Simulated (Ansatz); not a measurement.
`FCN[SiH3]` + H₂ → `CN[SiH3]` + H–F at 400 K and 1 bar (hydrogenolysis of a C–F bond).

Isolated molecules relaxed with PBE0-D4/def2-TZVP in Ansatz; ΔE leaves out vibrations. CBS: MP2 limit from def2 TZ/QZ plus the TZ coupled-cluster correction, frozen cores. This one scheme is used for every species. One conformer a species, not always the lowest.

```csv
species,CCSD(T)/CBS energy (Eh),H − E (kJ/mol),S (J/(mol·K))
`FCN[SiH3]`,-485.24366,218.7,345.4
H₂,-1.17544,38.0,139.0
`CN[SiH3]`,-386.04948,233.7,327.3
H–F,-100.39570,36.5,182.2
```

H − E and S are ideal-gas, rigid-rotor, harmonic terms from PBE0-D4/def2-TZVP, for one conformer and one mirror image of each species. The MP2-based limit puts H₂ 0.8 mEh under its directly extrapolated value; such offsets cancel only in part. 1 Eh = 2625.50 kJ/mol, R = 8.31446 J/(mol·K).

Q: By hand: ΔE, ΔH, ΔS and ΔG.

A: ΔE = (-386.04948) + (-100.39570) − (-485.24366) − (-1.17544) = -0.02608 Eh = -68.5 kJ/mol. Δ(H − E) = 233.7 + 36.5 − 218.7 − 38.0 = 13.5, so ΔH = -55.0 kJ/mol. ΔS = 327.3 + 182.2 − 345.4 − 139.0 = 25.1 J/(mol·K). ΔG = -55.0 − 400 × (25.1)/1000 = -65.0 kJ/mol.

Q: By hand: the equilibrium constant, and the temperature at which ΔG would vanish if ΔH and ΔS stayed fixed.

A: log₁₀ K = −ΔG/(RT ln 10) = 8.5. ΔH and −TΔS have one sign here, so there is no such temperature.

ΔH outweighs TΔS. A doubt of 5 kJ/mol in ΔE shifts log₁₀ K by 0.7 here. Other conformers and mirror images would add mixing entropy, several J/(mol·K) or more a flexible species. These are equilibria of isolated gas molecules and say nothing of rates. Largest T1 diagnostic: 0.011 (customary marks: 0.02 for closed shells, 0.045 for open ones).
